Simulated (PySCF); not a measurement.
Run record: excited-state job, `C=[CH][GaH2-][N+]#CC`.

Method: TDDFT PBE0/def2-SVPD, vertical, gas phase, core orbitals frozen in the response (PySCF 2.14.0, density-fitted response routines). Geometry: GFN2-xTB. The command runs a driver script over a list of jobs; the input below is this job's line of settings and its coordinates in Å.

Command:
```bash
OMP_NUM_THREADS=1 python probes_run.py task.json out
```

Input:
```
{"job": {"kind": "uv", "xc": "PBE0", "basis": "def2-SVPD", "nstates": 6, "ntriplets": 2}, "charge": 0, "multiplicity": 1}
C     -2.834359     0.533502     0.204385
C     -2.000312     0.063695    -0.720813
Ga    -0.861912    -1.532664    -0.344990
N      0.934571    -0.663862    -0.068766
C      1.830733     0.026039     0.129356
C      2.946909     0.877986     0.370201
H     -2.902510     0.067690     1.180696
H     -3.487446     1.384168     0.045996
H     -1.991031     0.570797    -1.689011
H     -0.946603    -2.159850     1.061978
H     -0.386566    -2.456548    -1.486103
H      3.514176     0.505405     1.223248
H      2.594599     1.887831     0.582080
H      3.589073     0.895337    -0.510422
```

Estimate the output.

```
coarse grid: 53032 points
cycle   1  E = -2135.8036671482  dE = -9.250e-03  |g| = 6.256e-01  |ddm| = 5.497e+00
cycle   2  E = -2135.6757043831  dE =  1.280e-01  |g| = 1.023e+00  |ddm| = 2.106e+00
cycle   3  E = -2135.8707042605  dE = -1.950e-01  |g| = 2.470e-01  |ddm| = 1.342e+00
cycle   4  E = -2135.8827226204  dE = -1.202e-02  |g| = 4.867e-02  |ddm| = 2.812e-01
cycle   5  E = -2135.8832012605  dE = -4.786e-04  |g| = 9.960e-03  |ddm| = 8.097e-02
cycle   6  E = -2135.8832212061  dE = -1.995e-05  |g| = 4.323e-03  |ddm| = 2.261e-02
cycle   7  E = -2135.8832260945  dE = -4.888e-06  |g| = 1.153e-03  |ddm| = 6.270e-03
final grid: 112096 points
cycle   8  E = -2135.8832216420  dE =  4.902e-07  |g| = 1.844e-03  |ddm| = 6.825e-03
cycle   9  E = -2135.8832198356  dE =  1.806e-06  |g| = 3.200e-03  |ddm| = 5.720e-03
cycle  10  E = -2135.8832225100  dE = -2.674e-06  |g| = 1.871e-04  |ddm| = 3.770e-03
cycle  11  E = -2135.8832225177  dE = -7.747e-09  |g| = 3.421e-05  |ddm| = 2.938e-04
cycle  12  E = -2135.8832225179  dE = -2.019e-10  |g| = 1.227e-05  |ddm| = 3.994e-05
converged SCF energy = -2135.8832225179

Static polarisability (au): isotropic 88.871, principal 73.454 86.588 106.572

Singlet excitations
state   eV       nm        f      main configurations
  1   5.2889    234.4   0.00439   H->L 0.75, H-2->L 0.10
  2   5.3660    231.1   0.01975   H-1->L 0.74
  3   5.4344    228.1   0.00770   H->L+1 0.69, H-1->L+1 0.23
  4   5.6160    220.8   0.03395   H-1->L+1 0.49, H-2->L 0.30, H->L 0.10
  5   5.6722    218.6   0.04151   H-2->L 0.49, H-1->L+1 0.21, H->L+1 0.09
  6   5.8440    212.2   0.05149   H-2->L+1 0.77, H->L+2 0.10

Triplet excitations (Tamm-Dancoff, eV): 4.2738 4.9585
```

The SCF starts on a coarse grid where the log names one; the energy can jump when the final grid takes over, and dE then counts from the start density on the new grid. H and L stand for HOMO and LUMO; the number after each pair is its weight.

Give S1 in cm⁻¹ and kJ/mol.

5.2889 eV × 8065.54 = 42658 cm⁻¹; × 96.485 = 510.3 kJ/mol.

Which computed singlet has the largest oscillator strength, and what do all of them sum to?

State 6 at 5.84 eV (212 nm), f = 0.051; the 6 states sum to 0.159.

In short: HOMO -6.97 eV, LUMO -0.66 eV; lowest singlet 5.29 eV; lowest triplet 4.27 eV (Tamm–Dancoff); mean polarisability 88.9 au.

 Relativistic effects, spin–orbit coupling among them, are left out although an element past zinc is present.

On Arm Neoverse V2, one thread (shared host), this took 22 s wall and 0.80 GiB of memory at its peak.

One conformer stands for the species.
Labels such as C1 count atoms from 1, the log's own numbers from 0.
